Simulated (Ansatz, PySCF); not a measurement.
Complex: AsH3 (SMILES [AsH3]) (first 4 atoms) with HBr (SMILES Br); geometry from B3LYP-D3(BJ)/def2-TZVP, rigid monomers moved along the line of their centres of mass till As1···H6 is 2.98 Å.
(charge 0, multiplicity 1):
```xyz
6

As    -0.246    -0.200     0.144
H     -0.931     0.733    -0.842
H     -0.416    -1.419    -0.748
H      1.145     0.109    -0.387
Br    -1.202    -0.244     4.459
H     -0.891    -0.229     3.054
```

Monomers are frozen at their geometry in the pair; levels with a basis set take the counterpoise correction.

Correlated levels freeze the cores. Filled d and f shells under p-block atoms count as core. CBS(a, b) extrapolates the correlation energy as X⁻³ and adds the Hartree–Fock energy of set b. Rows in 6-31G* carry no dispersion term and start afresh at each structure (6-31G* with six Cartesian d functions); the Pople sets are all-electron and without relativity.

Run with Ansatz (Gaussian orbitals); PySCF for 6-31G* rows. Each number belongs to the level named beside it.

What interaction energy does B3LYP/6-31G* give?

-79 meV

What interaction energy does CCSD(T)/aug-cc-pVTZ give?

-91 meV

Predict the interaction energy from CCSD(T)/CBS(aug-cc-pVDZ, aug-cc-pVTZ).

-97 meV

Ansatz is a first-principles code.
